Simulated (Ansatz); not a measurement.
System: CH$_{6}$BN$_{2}$, net charge 0, doublet state. It need not be the lowest isomer of its formula. 
Structure (B3LYP-D3(BJ)/def2-TZVP (Ansatz, an electronic-structure program) minimum search):
SMILES: [CH2]B(N)N
```xyz
10

C     -0.7658    -1.3063    -0.3274
B     -0.0033    -0.0056    -0.0014
N     -0.6367     1.0067     0.7725
N      1.3261     0.1694    -0.4778
H     -1.7800    -1.4968     0.0076
H     -0.3360    -2.1128    -0.9122
H     -0.2063     1.8789     1.0254
H     -1.5731     0.9070     1.1198
H      1.7945    -0.5294    -1.0252
H      1.8859     0.9864    -0.3073
```
Charge 0, spin multiplicity 2.

Basis-set convergence of Hartree-Fock and MP2 correlation energies (hartree) with Ansatz. Valence correlation only, unless marked. Open shells are spin-unrestricted. No spin-orbit coupling. No relativistic terms.

| basis | functions | E(HF) | E(corr, MP2) |
|---|---|---|---|
| cc-pVDZ | 86 | -175.01341 | -0.53784 |
| cc-pVTZ | 204 | -175.07039 | -0.67113 |
| cc-pVQZ | 400 | -175.08373 | -0.71750 |

Extrapolating the two largest sets (X = 3 and 4) as X^-3: E(corr) = (64·(-0.71750) - 27·(-0.67113))/37 = -0.7513 Eh, an estimate of the basis-set limit. The largest set recovers 95.5 % of it, the smallest 71.6 %.
